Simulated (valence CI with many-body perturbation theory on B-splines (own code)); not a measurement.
**Os VI: electric-dipole lines**

Calculated by valence CI with perturbative core correlation (CI+MBPT): three valence electrons over a frozen Dirac-Fock core [Xe] 4f14, a basis of 7 s, 7 p, 8 d, 6 f, 4 g, 1 h functions for each j, with the one-electron correlation potential Σ1, the two-electron term Σ2, the three-electron term Σ3, Breit, model QED; selected CI, second order for the rest, scaled by the run's own slope (own B-spline code, finite nucleus).

Against 69 measured levels this calculation errs by 1368 cm⁻¹ on average and by 3021 at most. These come from a selection out of Brasseur, Palmeri and Quinet, Atoms 13, 11 (2025). Levels without a partner in it may be off by more, other configurations by 1,000 to 8,000 cm⁻¹. The list stops below the first excitations out of the core.

Lines 101 to 150 of 568 in falling wavelength, among levels below 34.441 eV, chosen from the strongest by gf and those to the six lowest levels. Wavelengths and rates use the calculated energies, so an error of 1000 cm⁻¹ moves a line at 119.2 nm by 1.2 % and its rate by three times that or more. Electric multipoles are in the length gauge, E1 and E2 with the static RPA response of the core. Weak lines are less certain than strong ones. Lines between different terms over intervals too small for the method are left out, as are lines whose strength nearly cancels. Where a level lies close to another of its J and parity, the split of strength between their lines is uncertain. The highest levels of a list are the least certain.

Names give the largest LS component (configuration and term), which can be under half, so a name can repeat, a term be missing and a line seem to break the LS rules; names also repeat where a configuration has a term twice. Letters in brackets count levels of one name in rising energy.

| λ vac (nm) | λ from measured levels | Upper | Lower | A (s⁻¹) | S (a.u.) |
| --- | --- | --- | --- | --- | --- |
| 119.2 | 119.5 | 5d2 6p 4D°_7/2 [c] | 5d2 6s 2G_7/2 | 4.02e+07 | 2.69e-01 |
| 119.1 |  | 5d2 6p 2G°_9/2 [a] | 5d2 6s 2G_9/2 | 9.38e+07 | 7.82e-01 |
| 119.0 | 119.0 | 5d2 6p 4D°_7/2 [a] | 5d2 6s 4F_7/2 | 6.03e+07 | 4.02e-01 |
| 117.9 | 118.0 | 5d2 6p 4P°_5/2 | 5d2 6s 2D_5/2 | 5.37e+07 | 2.61e-01 |
| 117.4 | 116.9 | 5d2 6p 2F°_5/2 [a] | 5d2 6s 4P_5/2 | 2.20e+08 | 1.05e+00 |
| 116.8 |  | 5d2 6p 2P°_1/2 [b] | 5d2 6s 2P_3/2 | 5.46e+08 | 8.59e-01 |
| 116.8 | 116.7 | 5d2 6p 2P°_3/2 [a] | 5d2 6s 2D_5/2 | 3.41e+07 | 1.07e-01 |
| 116.4 | 115.9 | 5d2 6p 4D°_7/2 [b] | 5d2 6s 2F_7/2 | 4.36e+08 | 2.72e+00 |
| 116.4 | 116.5 | 5d2 6p 4D°_7/2 [c] | 5d2 6s 2G_9/2 | 6.27e+07 | 3.90e-01 |
| 115.8 | 115.6 | 5d2 6p 4S°_3/2 | 5d2 6s 4P_5/2 | 1.00e+08 | 3.07e-01 |
| 115.5 | 115.0 | 5d2 6p 2F°_7/2 [a] | 5d2 6s 4P_5/2 | 1.92e+07 | 1.17e-01 |
| 115.0 | 114.7 | 5d2 6p 4S°_3/2 | 5d2 6s 4P_3/2 | 5.76e+07 | 1.73e-01 |
| 114.7 | 114.8 | 5d2 6p 4G°_9/2 [b] | 5d2 6s 4F_9/2 | 1.86e+07 | 1.38e-01 |
| 114.1 | 114.1 | 5d2 6p 4D°_5/2 | 5d2 6s 4F_7/2 | 1.03e+08 | 4.54e-01 |
| 114.0 | 113.5 | 5d2 6p 2F°_5/2 [b] | 5d2 6s 4P_5/2 | 1.66e+07 | 7.31e-02 |
| 113.9 | 113.9 | 5d2 6p 2D°_3/2 [b] | 5d2 6s 2D_5/2 | 2.66e+07 | 7.76e-02 |
| 113.9 | 113.4 | 5d2 6p 2P°_3/2 [a] | 5d2 6s 2P_1/2 | 9.88e+07 | 2.88e-01 |
| 113.8 | 113.5 | 5d2 6p 4D°_3/2 [c] | 5d2 6s 4P_5/2 | 2.32e+07 | 6.73e-02 |
| 113.7 | 114.0 | 5d2 6p 2D°_5/2 [c] | 5d2 6s 2G_7/2 | 3.59e+07 | 1.57e-01 |
| 113.7 | 113.8 | 5d2 6p 2G°_7/2 [b] | 5d2 6s 4F_9/2 | 1.96e+07 | 1.14e-01 |
| 113.0 | 112.5 | 5d2 6p 4D°_3/2 [c] | 5d2 6s 4P_3/2 | 7.14e+07 | 2.03e-01 |
| 112.9 | 112.9 | 5d2 6p 2G°_7/2 [a] | 5d2 6s 4F_7/2 | 1.46e+08 | 8.28e-01 |
| 112.9 | 112.7 | 5d2 6p 4P°_1/2 | 5d2 6s 2D_3/2 | 4.62e+08 | 6.56e-01 |
| 112.7 | 112.4 | 5d2 6p 2G°_7/2 [b] | 5d2 6s 2F_5/2 | 1.05e+08 | 5.93e-01 |
| 112.6 | 112.4 | 5d2 6p 2G°_9/2 [b] | 5d2 6s 2G_7/2 | 9.41e+08 | 6.63e+00 |
| 112.4 | 112.3 | 5d2 6p 2D°_5/2 [c] | 5d2 6s 2D_5/2 | 3.46e+08 | 1.46e+00 |
| 111.9 |  | 5d2 6p 2F°_5/2 [c] | 5d2 6s 2P_3/2 | 4.11e+08 | 1.71e+00 |
| 111.9 | 112.5 | 5d2 6p 4D°_1/2 [a] | 5d2 6s 4F_3/2 | 2.72e+08 | 3.76e-01 |
| 111.2 | 110.7 | 5d2 6p 2D°_3/2 [b] | 5d2 6s 2P_1/2 | 1.07e+09 | 2.90e+00 |
| 111.0 | 110.3 | 5d2 6p 4D°_7/2 [b] | 5d2 6s 4P_5/2 | 8.33e+08 | 4.49e+00 |
| 110.7 | 111.1 | 5d2 6p 4D°_3/2 [a] | 5d2 6s 4F_5/2 | 7.89e+07 | 2.11e-01 |
| 110.7 | 110.1 | 5d2 6p 2P°_1/2 [a] | 5d2 6s 2P_1/2 | 4.08e+08 | 5.46e-01 |
| 110.4 | 110.4 | 5d2 6p 2F°_5/2 [a] | 5d2 6s 2F_5/2 | 4.86e+08 | 1.94e+00 |
| 110.2 | 109.8 | 5d2 6p 2D°_5/2 [b] | 5d2 6s 2D_3/2 | 3.07e+08 | 1.22e+00 |
| 110.1 | 110.4 | 5d2 6p 2D°_5/2 [a] | 5d2 6s 4F_5/2 | 2.51e+08 | 9.93e-01 |
| 110.1 | 110.1 | 5d2 6p 2D°_5/2 [b] | 5d2 6s 2F_7/2 | 6.44e+08 | 2.54e+00 |
| 110.0 | 109.8 | 5d2 6p 2G°_9/2 [b] | 5d2 6s 2G_9/2 | 8.11e+08 | 5.33e+00 |
| 109.9 | 109.5 | 5d2 6p 4S°_3/2 | 5d2 6s 4P_1/2 | 1.56e+08 | 4.08e-01 |
| 109.5 |  | 5d2 6p 2G°_9/2 [a] | 5d2 6s 2F_7/2 | 1.01e+09 | 6.57e+00 |
| 109.4 | 109.4 | 5d2 6p 4F°_9/2 | 5d2 6s 4F_9/2 | 3.17e+08 | 2.05e+00 |
| 109.3 | 109.2 | 5d2 6p 4D°_7/2 [a] | 5d2 6s 4F_5/2 | 1.44e+08 | 7.45e-01 |
| 109.1 | 109.2 | 5d2 6p 4S°_3/2 | 5d2 6s 2F_5/2 | 3.16e+07 | 8.10e-02 |
| 108.8 | 108.6 | 5d2 6p 2F°_7/2 [a] | 5d2 6s 2F_5/2 | 8.89e+08 | 4.52e+00 |
| 108.1 | 107.5 | 5d2 6p 4D°_3/2 [c] | 5d2 6s 4P_1/2 | 1.81e+08 | 4.50e-01 |
| 107.8 |  | 5d2 6p 2F°_7/2 [b] | 5d2 6s 2G_7/2 | 5.27e+08 | 2.61e+00 |
| 107.5 | 107.3 | 5d2 6p 2F°_5/2 [b] | 5d2 6s 2F_5/2 | 3.72e+08 | 1.37e+00 |
| 107.3 | 107.4 | 5d2 6p 4P°_3/2 | 5d2 6s 4P_3/2 | 4.08e+08 | 9.93e-01 |
| 107.2 | 107.3 | 5d2 6p 4D°_3/2 [c] | 5d2 6s 2F_5/2 | 1.02e+09 | 2.47e+00 |
| 107.2 | 107.4 | 5d2 6p 4D°_7/2 [c] | 5d2 6s 2F_7/2 | 4.11e+08 | 2.00e+00 |
| 107.1 | 107.2 | 5d2 6p 2D°_3/2 [a] | 5d2 6s 4F_5/2 | 2.22e+08 | 5.39e-01 |
